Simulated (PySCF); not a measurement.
How well do the runs reproduce experiment for C2F6?

**Experimental background.**

NIST CCCBDB Release 22 (SRD 101), experimental polarizabilities lists, for the gas: mean polarisability 4.668 Å³.

The runs below try to reproduce these values; the comparison stands at the end.

Species: C₂F₆.
Atom-mapped SMILES: `[F:1][C:2]([F:3])([F:4])[C:5]([F:6])([F:7])[F:8]`

Geometry (GFN2-xTB, Å), atoms numbered from 1 in this order:
```xyz
8
C2F6 angstrom
F      1.399   -0.292   -1.032
C      0.768   -0.069    0.115
F      1.260    1.039    0.656
F      1.017   -1.083    0.935
C     -0.766    0.073   -0.122
F     -1.020    1.085   -0.943
F     -1.256   -1.038   -0.660
F     -1.393    0.296    1.027
```

Runs made with PySCF (gas phase, on this GFN2-xTB geometry; no spin–orbit coupling):

```json
{"level": "wB97X-D/def2-SVPD", "job": "8 singlets by full TDDFT, 3 Tamm–Dancoff triplets, polarisability", "basis functions": "178", "wall time": "18 s"}
```

Hardware: x86-64 server, one thread, on a shared host.

Results beside the measurements:

**Mean polarisability.** Measured: 4.668 Å³ (NIST CCCBDB Release 22 (SRD 101), experimental polarizabilities).

| level | computed (Å³) | computed − measured (Å³) | % (from the printed values) |
| --- | --- | --- | --- |
| wB97X-D/def2-SVPD | 4.713 | +0.045 | +1 |

The computed values are static and purely electronic, with core orbitals frozen in the response (1 au = 0.148185 Å³). The table of measured values doesn't say here whether a value is static or optical, or holds a vibrational part.

The geometry is computed, not the measured one. Where a level misses, the cause wasn't examined.
